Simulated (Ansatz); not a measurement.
Species: BeCl2, charge 0, singlet. BeCl2 (SMILES [Cl][Be][Cl]).
B3LYP-D3(BJ)/def2-TZVP minimum from Ansatz (a first-principles code):
```
Be
Cl 1 1.8041
Cl 1 1.8041 2 180.00
```

Total energies in def2-TZVPP, 16 correlated electrons, 11 frozen orbitals. Radicals and triplets start from unrestricted determinants; spin-orbit coupling is neglected. Correlated methods leave the cores frozen. No relativity.

```tsv
method	program	energy (Eh)	minus CCSDT(Q) (mEh)
HF	Ansatz	-933.81743	462.51
MP2	Ansatz	-934.22687	53.08
CCSD	Ansatz	-934.26030	19.65
CCSD(T)	Ansatz	-934.27819	1.76
CCSDT(Q)	Ansatz	-934.27995	0.00
```

Rough core times of Ansatz's runs on a shared machine: CCSD(T) under 20 s, CCSDT(Q) 4 min.
